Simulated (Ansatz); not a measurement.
Cartesian coordinates (Å):
SMILES: C=Cc1cc([SiH3])ccc1S
```xyz
20

C     -2.5704     1.5906    -0.5704
C     -2.1993     0.7879     0.4372
C     -0.9266     0.0507     0.5255
C      0.2596     0.5975     0.0046
C      1.5009    -0.0460     0.1082
Si     3.0648     0.7579    -0.5591
C      1.5424    -1.2909     0.7615
C      0.3818    -1.8690     1.2720
C     -0.8516    -1.2134     1.1588
S     -2.2750    -2.0279     1.8647
H     -3.5206     2.1296    -0.5413
H     -1.9474     1.7298    -1.4590
H     -2.8812     0.6486     1.2835
H      0.1970     1.5810    -0.4690
H      3.6011     1.7775     0.3921
H      4.1083    -0.2877    -0.7663
H      2.7786     1.4442    -1.8529
H      2.4892    -1.8286     0.8628
H      0.4217    -2.8524     1.7458
H     -3.1650    -1.6724     0.9109
```
Charge 0, spin multiplicity 1.

These are frozen-core CCSD(T)/cc-pVDZ // B3LYP-D3(BJ)/def2-SVP (Ansatz, a program for electronic structure) values and carry that method's errors. The restricted HF reference is unstable towards unrestricted orbitals.

- HF energy = -995.22548 Ha
- MP2 correlation energy = -1.28840 Ha

Question: Estimate the CCSD correlation energy, the (T) correction, the total energy and the T1 diagnostic.

Answer: 
| Item | Result |
|---|---|
| CCSD correlation energy | -1.36703 Ha |
| (T) correction | -0.05960 Ha |
| CCSD(T) total energy | -996.65210 Ha |
| T1 diagnostic | 0.011 |
